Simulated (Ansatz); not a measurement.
LiP-, multiplicity 4 (lowest of 2S+1 = 2, 4 at CCSD(T)/def2-TZVPP on PBE0 minima; our sources give no spin for the ground state, which may be another), most abundant isotopes (7.0160 and 30.9738 u). Constants from fifth-degree fits in 1/R to seven points on the lowest solution found; no spin–orbit coupling, no relativity up to Kr; ω_e x_e and α_e move by some per cent with the fit.

Frozen-core correlation. CBS(a, b) extrapolates the correlation energy as X⁻³ and adds the Hartree–Fock energy of set b.

Programs: Ansatz (an electronic-structure program). Each number belongs to the level named beside it.

| level | r_e (Å) | ω_e (cm⁻¹) | ω_e x_e (cm⁻¹) | α_e (cm⁻¹) |
|---|---|---|---|---|
| PBE/def2-TZVPP | 2.4620 | 372.4 | 4.45 | 0.00792 |
| CCSD(T)/CBS(aug-cc-pV(T+d)Z, aug-cc-pV(Q+d)Z) | 2.4410 | 398.8 | 3.98 | 0.00718 |

Q: Derive the rotational constants, the centrifugal constant, the fundamental, the zero-point energy and the force constant.

A: 
μ = 5.72028 u.
- PBE/def2-TZVPP: B_e = 16.8576/(μ r_e²) = 0.48618 cm⁻¹; B₀ = B_e − α_e/2 = 0.48222 cm⁻¹; D = 4B_e³/ω_e² = 3.31e-06 cm⁻¹; fundamental ω_e − 2ω_e x_e = 364 cm⁻¹; zero-point energy ω_e/2 − ω_e x_e/4 = 185 cm⁻¹; k = μ(2πcω_e)² = 46.7 N/m
- CCSD(T)/CBS(aug-cc-pV(T+d)Z, aug-cc-pV(Q+d)Z): B_e = 16.8576/(μ r_e²) = 0.49459 cm⁻¹; B₀ = B_e − α_e/2 = 0.49100 cm⁻¹; D = 4B_e³/ω_e² = 3.04e-06 cm⁻¹; fundamental ω_e − 2ω_e x_e = 391 cm⁻¹; zero-point energy ω_e/2 − ω_e x_e/4 = 198 cm⁻¹; k = μ(2πcω_e)² = 53.6 N/m
